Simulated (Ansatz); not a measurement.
`[OH][Hf]([F])([F])[F]` and `[OH][Hf]([F])([F])[Br]` differ in one atom or group.

Ansatz, PBE0-D4/def2-TZVP geometries, multiplicity 1. Each molecule was computed in one conformer, which needn't be the lowest.

Elements past krypton have def2 core potentials. Scalar relativity is left out up to krypton.

```csv
property,`[OH][Hf]([F])([F])[F]`
HOMO energy (ωB97M-V/def2-TZVPP) / eV,-12.73
size of the dipole moment (PBE/def2-TZVPP) / D,2.60
LUMO energy (PBE0/def2-TZVPP) / eV,-0.60
HOMO–LUMO gap (B3LYP/def2-TZVPP) / eV,9.00
HOMO energy (PBE0/def2-TZVPP) / eV,-10.24
LUMO energy (B3LYP/def2-TZVPP) / eV,-0.96
```

Give the same properties after the change, and the shifts. (Estimate.)

Computed: 
```csv
property,`[OH][Hf]([F])([F])[Br]`,shift
HOMO energy (ωB97M-V/def2-TZVPP) / eV,-11.03,1.70
size of the dipole moment (PBE/def2-TZVPP) / D,2.75,0.15
LUMO energy (PBE0/def2-TZVPP) / eV,-0.73,-0.13
HOMO–LUMO gap (B3LYP/def2-TZVPP) / eV,7.57,-1.43
HOMO energy (PBE0/def2-TZVPP) / eV,-8.82,1.42
LUMO energy (B3LYP/def2-TZVPP) / eV,-0.97,-0.01
```

With PBE0 the HOMO rises by 1.42 eV and the LUMO falls by 0.13 eV, so the gap narrows by about 1.55 eV. PBE moves the HOMO by 0.96 eV and ωB97M-V by 1.70 eV. Dipoles are sizes alone; their direction can turn.

B3LYP here is the variant with VWN-RPA as its local correlation; programs differ in this.

Spin–orbit coupling is left out; it splits and shifts lone-pair levels of the heavy atoms by tenths of an eV.
